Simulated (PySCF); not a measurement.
# Nb²⁹⁺: ionisation energy

Nb²⁹⁺ [Ne] 3s2 (1S) → Nb³⁰⁺ [Ne] 3s1 (2S), as a difference of total energies. All numbers are calculated (PySCF 2.14, the spin-free X2C one-electron Hamiltonian (Gaussian nucleus), in an even-tempered Gaussian basis (18 s from 4.1 bohr⁻², ratio 2.5; 11 p from 5.4 bohr⁻², ratio 2.5; 5 d from 20 bohr⁻², ratio 2.7; 4 f from 30 bohr⁻², ratio 2.7)). Correlated levels: outer shells: 1s2 frozen; virtual orbitals above 40 to 60 times the deepest correlated orbital energy dropped. The calculations carry no spin-orbit coupling.

```json
{"method": "UHF", "ionisation energy (eV)": "1620.0"}
{"method": "MP2 (outer shells)", "ionisation energy (eV)": "1623.0"}
{"method": "SCS-MP2 (outer shells)", "ionisation energy (eV)": "1623.4"}
{"method": "CCSD (outer shells)", "ionisation energy (eV)": "1623.8"}
{"method": "CCSD(T) (outer shells)", "ionisation energy (eV)": "1623.8"}
```

**Question.** How much does correlation contribute at CCSD(T) (outer shells)?

**Answer.** 1623.8 − (1620.0) = 3.8 eV, measured against UHF.

Breit and QED terms and the two-electron picture change are absent.

For comparison: 1625.9 ± 2.3 eV (semi-empirical (NIST evaluation); NIST Atomic Spectra Database, ionization energies).
